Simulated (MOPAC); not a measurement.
Input for MOPAC: PM3 on CdO+, 2S+1 = 2, a spin state set in the input, which need not be the lowest, a point of a bond scan (R = 1.999 Å). Charge +1.

```
PM3 1SCF PRECISE CHARGE=1 UHF MS=0.5 THREADS=1
CdO

Cd     0.00000000 1     0.00000000 1     0.00000000 1
O      0.00000000 1     0.00000000 1     1.99918100 1
```

The log:

```
*******************************************************************************
 **                                                                           **
 **                              MOPAC v23.2.5                                **
 **                                                                           **
 *******************************************************************************
 ** MOPAC's Digital Object Identifier: https://doi.org/10.5281/zenodo.6511958 **
 **                                                                           **
 ** Please cite the open-source release paper for use of this MOPAC version:  **
 ** J. E. Moussa and J. J. P. Stewart (2026)                                  **
 ** MOPAC: An open-source semiempirical molecular orbital program             **
 ** J. Open Source Softw., 11(119), 8025, https://doi.org/10.21105/joss.08025 **
 *******************************************************************************

                              PM3 CALCULATION RESULTS

 *******************************************************************************
 *  PM3        - The PM3 Hamiltonian to be used
 *  UHF        - UNRESTRICTED HARTREE-FOCK CALCULATION
 *
 *
 *
 *                 CHARGE ON SYSTEM = +1
 *
 *
 *
 *  MS=        - IN MECI, MAGNETIC COMPONENT OF SPIN =  0.5
 *  PRECISE    - TIGHTER CRITERIA TO BE USED
 *  1SCF       - DO 1 SCF AND THEN STOP
 *  THREADS=1  - MULTI-THREADING NOT USED
 *  T=         - A TIME OF 172800.0 SECONDS REQUESTED
 *  DUMP=N     - RESTART FILE WRITTEN EVERY 7200.0 SECONDS REQUESTED
 *******************************************************************************
PM3 1SCF PRECISE CHARGE=1 UHF MS=0.5 THREADS=1
 CdO

   ATOM   CHEMICAL          X               Y               Z
  NUMBER   SYMBOL      (ANGSTROMS)     (ANGSTROMS)     (ANGSTROMS)

     1      Cd          0.00000000  *   0.00000000  *   0.00000000  *
     2       O          0.00000000  *   0.00000000  *   1.99918100  *



          CARTESIAN COORDINATES

    NO.       ATOM           X           Y           Z

     1        Cd          0.0000      0.0000      0.0000
     2         O          0.0000      0.0000      1.9992

  O: (PM3): J. J. P. STEWART, J. COMP. CHEM. 10, 209 (1989).
 Cd: (PM3): J. J. P. STEWART, J. COMP. CHEM. 12, 320-341 (1991).

           Empirical Formula: O Cd  =     2 atoms



      MOLECULAR POINT GROUP   :   C*v


          UHF CALCULATION, NO. OF ALPHA ELECTRONS =    4
                           NO. OF BETA  ELECTRONS =    3

 -------------------------------------------------------------------------------
 PM3 1SCF PRECISE CHARGE=1 UHF MS=0.5 THREADS=1
 CdO



     1SCF WAS SPECIFIED, SO BFGS WAS NOT USED
     SCF FIELD WAS ACHIEVED


                              PM3 CALCULATION
                                                       MOPAC v23.2.5 Linux




          FINAL HEAT OF FORMATION =        246.10403 KCAL/MOL =    1029.69928 KJ/MOL


          COSMO AREA              =         61.92 SQUARE ANGSTROMS
          COSMO VOLUME            =         42.43 CUBIC ANGSTROMS

          IONIZATION POTENTIAL    =         16.482878 EV
          ALPHA SOMO LUMO (EV)    =        -17.677 -6.917
          BETA  SOMO LUMO (EV)    =        -16.483 -6.887
          NO. OF ALPHA ELECTRONS  =          4
          NO. OF BETA  ELECTRONS  =          3
          MOLECULAR WEIGHT        =        128.4094         POINT GROUP:  C*v

          MOLECULAR DIMENSIONS (Angstroms)

            Atom       Atom       Distance
            O     2   Cd     1     1.99918
            O     2   Cd     1     0.00000
           Cd     1    O     2     0.00000


          SCF CALCULATIONS        =          1





   ATOM   CHEMICAL          X               Y               Z
  NUMBER   SYMBOL      (ANGSTROMS)     (ANGSTROMS)     (ANGSTROMS)

     1      Cd          0.00000000  *   0.00000000  *   0.00000000  *
     2       O          0.00000000  *   0.00000000  *   1.99918100  *

                             CARTESIAN COORDINATES

   1   Cd        0.000000000     0.000000000     0.000000000
   2    O        0.000000000     0.000000000     1.999181000


           Empirical Formula: O Cd  =     2 atoms



      MOLECULAR POINT GROUP   :   C*v


          ALPHA EIGENVALUES
 -35.95561 -18.92175 -18.83901 -17.67681  -6.91692  15.77402  15.79396  16.55570


           BETA EIGENVALUES
 -35.30105 -16.80555 -16.48288  -6.88671  -5.04608  15.12331  15.12998  16.03790


              NET ATOMIC CHARGES AND DIPOLE CONTRIBUTIONS

  ATOM NO.   TYPE          CHARGE      No. of ELECS.   s-Pop       p-Pop
    1         Cd           1.285803        0.7142     0.68067     0.03353
    2          O          -0.285803        6.2858     1.95545     4.33036
 DIPOLE           X         Y         Z       TOTAL
 POINT-CHG.     0.000     0.000    -3.941     3.941
 HYBRID        -0.000    -0.000    -1.140     1.140
 SUM           -0.000    -0.000    -5.080     5.080


          ATOMIC ORBITAL ELECTRON POPULATIONS

     Atom    s        px        py        pz
    1 Cd   0.68067   0.00309   0.00134   0.02911
    2  O   1.95545   1.99691   0.99866   1.33478


                    (SZ)    =    0.500000
                    (S**2)  =    0.953379


          ATOMIC ORBITAL SPIN POPULATIONS

    Atom   Total    s     px     py     pz
         Atomic
    1 Cd -0.3973 -0.403 -0.000  0.001  0.004
    2  O  1.3973 -0.012  0.000  0.999  0.411

 **********************
 *                    *
 * JOB ENDED NORMALLY *
 *                    *
 **********************




 == MOPAC DONE ==
```

The run finished. Its determinant has ⟨S²⟩ = 0.95, a mixture of spin states.

Cost: roughly 0.010 core-seconds.
